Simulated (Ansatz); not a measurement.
Reaction (redistribution): `B[BH][GeH3]` + `CCO[SiH](C)F` → `BBO[SiH](C)F` + `C[CH2][GeH3]`

Computed with Ansatz on PBE0-D4/def2-TZVP structures; ΔE is electronic, products minus reactants. CCSD(T)/CBS is the MP2 limit (def2-TZVPP, def2-QZVPP) plus CCSD(T) − MP2 in def2-TZVPP, frozen cores. DFT in def2-TZVPP. For Ge outer-core shells are correlated without core-valence functions, which leaves a few kJ/mol of doubt a bond. Scalar relativity is left out up to krypton. Each species was taken in one conformer, which may not be the lowest.

`B[BH][GeH3]`:

Z-matrix (Å, degrees):
```
Ge
B 1 2.082
H 1 1.540 2 108.9
H 1 1.538 2 114.7 3 -121.0
H 1 1.540 2 109.0 3 117.9
B 2 1.604 1 112.0 3 120.9
H 2 1.194 1 115.2 3 -59.1
H 6 1.201 2 121.6 1 86.1
H 6 1.201 2 121.7 1 -86.1
```

`CCO[SiH](C)F`:

Z-matrix (Å, degrees):
```
C
C 1 1.508
H 1 1.093 2 110.3
H 1 1.092 2 110.5 3 120.0
H 1 1.092 2 110.6 3 -120.1
O 2 1.417 1 109.2 3 -179.8
H 2 1.096 1 110.3 3 -59.3
H 2 1.098 1 110.2 3 59.3
Si 6 1.628 2 126.1 1 -176.5
C 9 1.852 6 113.2 2 53.5
F 9 1.603 6 109.5 2 -65.8
H 9 1.478 6 105.7 2 178.5
H 10 1.093 9 110.8 6 58.4
H 10 1.093 9 111.4 6 -62.3
H 10 1.093 9 110.3 6 178.1
```

`BBO[SiH](C)F`:

Cartesian coordinates in Å:
```
B -0.628 -0.282 -2.977
B -0.839 0.232 -1.402
O 0.124 0.141 -0.446
Si 0.150 0.627 1.127
C 0.997 -0.654 2.143
F 0.990 1.982 1.183
H -0.258 0.461 -3.843
H -0.915 -1.393 -3.327
H -1.913 0.708 -1.088
H -1.228 0.946 1.566
H 0.439 -1.593 2.119
H 2.003 -0.844 1.762
H 1.078 -0.331 3.184
```

`C[CH2][GeH3]`:

Z-matrix (Å, degrees):
```
C
C 1 1.522
H 1 1.094 2 111.5
H 1 1.093 2 111.5 3 -120.0
H 1 1.093 2 111.5 3 120.0
Ge 2 1.960 1 113.0 3 180.0
H 2 1.093 1 110.8 3 -59.1
H 2 1.093 1 110.8 3 59.0
H 6 1.541 2 110.0 1 -59.6
H 6 1.541 2 110.0 1 59.6
H 6 1.540 2 111.1 1 -180.0
```

```tsv
level	ΔE (eV)
B2PLYP	-1.80
SCS-MP2/def2-QZVPP	-1.91
```

(1) What does CCSD(T)/CBS give? (Best estimate.)

Largest T1 diagnostic among the species: 0.013.

Results:

(1) Computed: -1.81 eV. The listed levels differ from it by 0.01, -0.10 eV.

From PBE to PBE0 (25 % exact exchange), in def2-TZVPP and without D4, ΔE moves by −0.09 eV.
